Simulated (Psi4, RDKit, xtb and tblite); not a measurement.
Torsional profile of C₃H₆O₃, SMILES O=C(O)CCO. Scanned: dihedral O1–C2–O3–H7 and dihedral O1–C2–C4–C5; all other coordinates were relaxed at GFN2-xTB. Points at φ and −φ are mirror images. Heavy atoms are numbered in the order of the SMILES O=C(O)CCO, hydrogens after them in the order of the atoms that carry them; the mirror image has the same energies with the sign of each dihedral reversed.

GFN2-xTB (xtb and tblite); MMFF94 // GFN2-xTB (RDKit); PBE/def2-SVP // GFN2-xTB (Psi4); PBE-D3(BJ)/def2-SVP // GFN2-xTB (Psi4); UFF // GFN2-xTB (RDKit).

Energies in kJ/mol at chosen points (x: dihedral O1–C2–O3–H7 (°); y: dihedral O1–C2–C4–C5 (°)), relative to x = 180, y = -90:

```csv
method,"(30, 60)","(-60, 150)","(-60, 90)","(-120, 0)","(180, 30)","(-90, -60)","(-90, 120)"
GFN2-xTB,-17.8,12.9,12.4,19.1,-4.7,27.6,26.6
MMFF94,-12.1,19.9,20.8,24.3,-3.8,37.8,36.8
PBE/def2-SVP,-13.9,14.8,23.4,18.5,-12.0,33.8,35.6
PBE-D3(BJ)/def2-SVP,-13.3,15.3,24.0,19.1,-11.4,34.4,35.9
UFF,32.3,50.9,25.4,34.5,27.6,51.6,41.0
```
